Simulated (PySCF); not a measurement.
Species: C₈H₁₇P.
Geometry (GFN2-xTB, Å), atoms numbered from 1 in this order:
```
atom  x, y, z in Å
C1    -2.764   -1.132    0.364
P2    -1.940    0.523    0.506
C3    -2.498    1.183   -1.135
C4    -0.199    0.004    0.028
C5     0.662    1.234   -0.258
C6     2.088    0.823   -0.616
C7     2.712    0.012    0.515
C8     1.858   -1.216    0.813
C9     0.430   -0.806    1.161
H10   -2.472   -1.643   -0.553
H11   -2.510   -1.748    1.224
H12   -3.842   -0.978    0.366
H13   -3.585    1.238   -1.129
H14   -2.110    2.189   -1.281
H15   -2.174    0.542   -1.954
H16   -0.252   -0.617   -0.876
H17    0.233    1.813   -1.078
H18    0.677    1.872    0.630
H19    2.071    0.220   -1.528
H20    2.689    1.712   -0.815
H21    3.724   -0.294    0.241
H22    2.779    0.634    1.411
H23    2.292   -1.781    1.641
H24    1.842   -1.867   -0.065
H25    0.435   -0.197    2.069
H26   -0.166   -1.699    1.362
```

ESP-fitted charges (e) from the PBE0/pcSseg-1 density (PySCF), one withheld:

```tsv
atom	bonded to	charge
C1	P2 H10 H11 H12	-0.3689
P2	C1 C3 C4	-0.1959
C3	P2 H13 H14 H15	-0.3493
C4	P2 C5 C9 H16	-0.0635
C5	C4 C6 H17 H18	-0.1863
C6	C5 C7 H19 H20	?
C7	C6 C8 H21 H22	+0.0507
C8	C7 C9 H23 H24	-0.1184
C9	C8 C4 H25 H26	-0.2412
H10	C1	+0.0945
H11	C1	+0.1191
H12	C1	+0.1705
H13	C3	+0.1628
H14	C3	+0.1160
H15	C3	+0.0932
H16	C4	+0.1737
H17	C5	+0.1071
H18	C5	+0.1104
H19	C6	+0.0492
H20	C6	+0.0414
H21	C7	+0.0039
H22	C7	+0.0264
H23	C8	+0.0438
H24	C8	+0.0471
H25	C9	+0.1144
H26	C9	+0.1295
```

(1) What is the charge on C6?

(2) Add each hydrogen's charge to the atom that carries it.

(3) Across which bond do the charges differ most?

(4) Take the bonds between elements whose Pauling electronegativities differ by more than 0.25. In how many does the more electronegative atom carry the lower charge?

(5) How much positive and how much negative charge does this set hold in all?

## Answers

(1) The charges add up to the total charge, 0. The others sum to +0.1302, which leaves -0.1302 e for C6 (ring CH2 carbon); the computed value is -0.1303, the difference coming from rounding.

(2) C1 +0.0152, C3 +0.0227, C4 +0.1102, C5 +0.0312, C6 -0.0397, C7 +0.0810, C8 -0.0275, C9 +0.0027. Atoms without hydrogen keep their charges.

(3) H12–C1: +0.1705 on H12 against -0.3689 on C1, a difference of 0.5394 e. The lower charge is on the more electronegative element of the two (Pauling values: C 2.55, H 2.20).

(4) In 17 of 20; it doesn't in P2–C4, C7–H21 and C7–H22.

(5) +1.6537 e on 18 atoms and -1.6538 e on 8.

The ESP scheme fits charges at the nuclei, held to the total charge, to the electrostatic potential on points at 1.4 to 2.0 times the van der Waals radii. Geometry: GFN2-xTB, one conformer, isolated molecule.
